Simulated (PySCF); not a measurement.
# How the method changes the constants of Ca2

State: ¹Σg⁺ (singlet), closed shell. Set-up: Ca x2c-TZVPPall; spin-free X2C with a Gaussian nucleus (PySCF 2.14). De refers to Ca + Ca in their ground configurations, without counterpoise correction.

| Level | Re (Å) | ωe (cm⁻¹) | De (eV) |
| --- | --- | --- | --- |
| RHF-MP2 | 4.634 | 46.6 | 0.081 |
| RHF-SCS-MP2 | 4.778 | 38.1 | 0.054 |
| RHF-CCSD | 4.813 | 35.7 | 0.042 |
| RHF-CCSD(T) | 4.616 | 46.8 | 0.073 |
| LDA | 4.031 | 93.4 | 0.313 |
| PBE | 4.145 | 86.4 | 0.247 |
| TPSS | 4.155 | 87.6 | 0.243 |
| r²SCAN | 4.180 | 86.4 | 0.247 |
| PBE0 | 4.234 | 78.6 | 0.198 |
| M06 | 4.122 | 81.4 | 0.208 |
| BHandHLYP | 4.602 | 43.9 | 0.034 |
| ωB97X-V | 4.486 | 55.9 | 0.113 |

Q: Which functional lies closest to RHF-CCSD(T) in De, which farthest, and by how much do they differ from it?

A: Closest is BHandHLYP (-1.4 pm in Re, -6.2 % in ωe, -0.04 eV in De against RHF-CCSD(T) in the same basis), farthest LDA (-58.5 pm in Re, +99.6 % in ωe, +0.24 eV in De). CCSD(T) converges more slowly with the basis than the functionals do and binds too weakly in this one, so the order can change at the basis-set limit.

Q: What does the step from GGA to meta-GGA do here, going from PBE to r²SCAN?

A: r²SCAN less PBE: +3.5 pm in Re, +0.0 % in ωe, +0.00 eV in De. 

Q: What does the gradient correction do here, going from LDA to PBE?

A: PBE less LDA: +11.4 pm in Re, -7.5 % in ωe, -0.07 eV in De. The gradient correction favours the more uneven density of free atoms, so it tends to lengthen bonds and takes away much of the overbinding of LDA; so it does here.

Correlated steps freeze 10 core orbitals. Closed-shell solutions of metal pairs were not tested for spin polarisation, which can lower them a little. The bond is weak. Basis-set superposition, not corrected here, can be much of De in a small basis, most of all at correlated wavefunction levels. Functionals without a dispersion term scatter widely for such bonds, and LDA overbinds them.

The whole job (state search and all levels along the bond) took about 5.6 min on 1 thread of Arm Neoverse V1 (shared host), peak memory 1.5 GiB.
